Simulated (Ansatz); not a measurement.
Mulliken charges of CH3FMgO (`C[O][Mg][F]`) from ωB97M-V/def2-TZVPP in Ansatz (PBE0-D4/def2-TZVP geometry).

| atom | x (Å) | y (Å) | z (Å) | charge (e) |
| --- | --- | --- | --- | --- |
| C1 | 0.037 | 1.151 | 0.108 | -0.132 |
| O2 | 0.004 | -0.219 | -0.025 | -0.662 |
| Mg3 | -0.039 | -1.961 | -0.199 | 1.070 |
| F4 | -0.081 | -3.703 | -0.372 | -0.557 |
| H5 | -0.803 | 1.630 | -0.414 | 0.093 |
| H6 | -0.018 | 1.458 | 1.162 | 0.093 |
| H7 | 0.962 | 1.577 | -0.307 | 0.093 |

**Question.** By hand: the dipole of these point charges (1 e Å = 4.8032 D).

**Answer.** Σ q r = (0.009, 0.391, 0.038) e Å, of length 0.393 e Å = 1.89 D.

**Question.** How does the dipole of the full density compare? (Estimate.)

**Answer.** Computed: (0.008, 0.338, 0.033) e Å, 1.63 D; the point charges give 1.16 times that, at 0° from its direction.

Point charges leave out the atoms' own dipoles, such as those of lone pairs, and Mulliken's split depends on the basis, so the two needn't agree.
